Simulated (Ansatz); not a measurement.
CH4ClSSi, SMILES `C[SiH]([S])Cl` radical, relaxed with UKS PBE-D4/def2-SVP in the Gaussian-basis code of Ansatz from a rough embedded geometry. The force threshold is 0.03 eV/Å; the program also tests the step.

The species carries charge 0 and has multiplicity 2.

Start:

```xyz
8

C     0.808    0.188    0.499
Si   -0.711   -0.269   -0.338
S    -0.267   -0.709   -2.339
Cl   -1.999    1.303   -0.344
H     0.606    0.456    1.604
H     1.575   -0.615    0.566
H     1.325    1.074    0.092
H    -1.337   -1.428    0.260
```

```tsv
step	energy (eV)	largest force (eV/Å)	largest move (Å)
1	-32313.0013	2.667	0.000
2	-32313.2043	1.352	0.163
3	-32313.2495	0.361	0.058
4	-32313.2544	0.051	0.015
5	-32313.2546	0.018	0.007
```

End:

```xyz
8

C     0.860    0.216    0.550
Si   -0.710   -0.254   -0.381
S    -0.211   -0.792   -2.376
Cl   -2.054    1.342   -0.230
H     0.591    0.493    1.590
H     1.569   -0.635    0.565
H     1.347    1.086    0.069
H    -1.394   -1.456    0.214
```

Run time 8.5 s (4 threads of an Intel Xeon 6975P-C on a shared host); peak host memory 0.21 GiB.
